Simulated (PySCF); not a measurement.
## Radial density of Cu (copper, neutral)

M06-2X, [Ar] 3d10 4s1, 2S determinant. Calculation: PySCF 2.14, in pcseg-2 (6s4p3d2f1g, 56 functions); no relativity, point nucleus.

| r (bohr) | 4πr²ρ (e/bohr) | 4πr²(ρα − ρβ) |
| --- | --- | --- |
| 0.00102 | 0.2059 | 0.0000 |
| 0.00172 | 0.5598 | 0.0001 |
| 0.00289 | 1.479 | 0.0003 |
| 0.00487 | 3.733 | 0.0008 |
| 0.00818 | 8.712 | 0.0019 |
| 0.0138 | 17.86 | 0.0038 |
| 0.0232 | 29.52 | 0.0056 |
| 0.0389 | 34.94 | 0.0041 |
| 0.0655 | 29.10 | -0.0005 |
| 0.110 | 32.09 | 0.0068 |
| 0.185 | 39.19 | 0.0154 |
| 0.312 | 20.68 | 0.0042 |
| 0.524 | 21.64 | 0.0545 |
| 0.882 | 15.75 | 0.0227 |
| 1.48 | 3.944 | 0.1749 |
| 2.50 | 0.9059 | 0.3337 |
| 4.20 | 0.2050 | 0.1686 |
| 7.06 | 0.009441 | 0.0094 |
